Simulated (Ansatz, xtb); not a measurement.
**Relative energy of two structures of Cl3H4InOSi**

Structure I is a singlet given by its coordinates and structure II is `Cl[SiH2][OH+][InH-]([Cl])[Cl]`, a singlet. Both are isolated molecules in the gas phase, relaxed with PBE0-D4/def2-SVP; the shapes shown needn't be the lowest conformers.

I (Å):

```xyz
10

Cl   -2.8746    3.3672    0.5729
Cl   -1.3284   -0.4817    3.0990
Cl    0.2162   -1.3627    0.2528
In   -0.7884    2.5312   -0.3881
O    -1.9883    0.5697    0.3227
Si   -1.5638   -0.8399    1.1034
H    -0.9084    2.4144   -2.0909
H     0.4660    2.5780    0.7764
H    -2.7108    1.1518    0.6554
H    -2.5712   -1.8989    0.9012
```

Close contacts (Å): Cl1–In4 2.44, Cl2–Si6 2.04, Cl3–Si6 2.04, In4–O5 2.41, O5–Si6 1.67, In4–H7 1.71, In4–H8 1.71, O5–H9 0.99, Si6–H10 1.48.

II (Å):

```
atom    x (Å)    y (Å)    z (Å)
  Cl   2.1466  -0.1539   0.8076
  Cl  -3.2401  -0.8518   3.0028
  Cl  -2.9907   1.4802  -0.1445
  In  -3.0970  -0.7619   0.6306
   O  -0.8174  -0.6911   1.0515
  Si   0.2336   0.4960   0.4218
   H  -0.0120   0.4915  -1.0332
   H   0.0407   1.7841   1.1206
   H  -0.8382  -0.7906   2.0198
   H  -3.5088  -2.0678  -0.3805
```

Q: Estimate which is lower in electronic energy at CCSD(T)/def2-SVP + ΔMP2/def2-TZVPP, and by roughly how much.

A: The CCSD(T)/def2-SVP + ΔMP2/def2-TZVPP calculation puts structure II lower, by 0.273 eV.

The same difference at several levels:

| level | geometry | E(II) − E(I) (eV) | departure from the last row (eV) | job, with rough time for the two |
| --- | --- | --- | --- | --- |
| PBE0-D4/def2-SVP | PBE0-D4/def2-SVP | −0.308 | −0.035 | optimisation, 3.4 min |
| HF/def2-SVP | PBE0-D4/def2-SVP | −0.554 | −0.281 | part of the CCSD(T) run |
| MP2/def2-SVP | PBE0-D4/def2-SVP | −0.433 | −0.160 | part of the CCSD(T) run |
| CCSD(T)/def2-SVP | PBE0-D4/def2-SVP | −0.437 | −0.164 | single point |
| CCSD(T)/def2-SVP + ΔMP2/def2-TZVPP | PBE0-D4/def2-SVP | −0.273 |  | single point, 2 min |

None of the levels shown reverses the order. The largest departure from CCSD(T)/def2-SVP + ΔMP2/def2-TZVPP is that of HF/def2-SVP, 0.281 eV. Levels run at GFN2-xTB geometries aren't shown. The last row adds to CCSD(T) the change of the MP2 difference between the two basis sets, here +0.164 eV, a large step that makes the value less sure.

With thermal terms from frequencies at re-optimised GFN2-xTB minima (ideal gas, soft modes damped towards free rotors, one conformer each, 298.15 K, 1 atm): on the last row, ΔE + ΔZPE = −0.246, ΔH = −0.233, ΔG = −0.286 eV.

The correlated steps freeze 25 core orbitals; the filled d shell of In is correlated, in a basis made for valence electrons. Atoms past krypton carry core potentials in the def2 sets and no spin–orbit term is included. Codes used: Ansatz 0.2.0, xtb 6.7.1; the last row on 2 threads of Intel(R) Xeon(R) Platinum 8375C CPU @ 2.90GHz (Ice Lake) on a shared host.
